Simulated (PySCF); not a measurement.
**A small calculation by hand: chemical shift, span and skew from a shielding tensor**

C₃H₈FNSi, SMILES [Si@@H](NC)(C=C)F. Atoms are numbered in the order given.

```xyz
14

C      2.6255    -0.1654     0.5625
C      1.5088    -0.8718     0.3467
Si     0.0131    -0.1052    -0.4471
F      0.4342     1.4574    -0.7240
N     -1.3375    -0.2835     0.5868
C     -2.7271    -0.1118     0.2008
H      2.6930     0.8889     0.2701
H      3.5130    -0.6029     1.0361
H      1.4843    -1.9262     0.6533
H     -0.3574    -0.6494    -1.7787
H     -1.1771    -0.2556     1.5885
H     -3.3742    -0.8716     0.6717
H     -3.1302     0.8855     0.4562
H     -2.8239    -0.2348    -0.8897
```

Coordinates come from a ωB97X-D3(BJ)/def2-SVP optimisation. The structure was generated by enumeration; whether it is a known compound was not checked. One conformer was computed; it need not be the lowest.

GIAO shieldings from B3LYP/pcSseg-1 in PySCF, non-relativistic, no solvent. The symmetric part of the tensor of C1 has the principal values -102.6, 30.9, 162.2 ppm. The same nucleus in TMS has σ = 181.3 ppm at this level (PySCF, at its B3LYP-D3(BJ)/def2-TZVP geometry).

Task: Work out the isotropic shielding, the ¹³C shift against TMS, the span and the skew.

Result: 
σ(iso) = (σ11 + σ22 + σ33)/3 = 30.2 ppm. δ = σ(ref) − σ(iso) = 181.3 − (30.2) = 151.1 ppm.
Span Ω = σ33 − σ11 = 264.8 ppm. Skew κ = 3(σ(iso) − σ22)/Ω = -0.01. Tumbling in solution averages the tensor to δ; in a static solid the shielding alone would spread this spin-1/2 line over Ω.
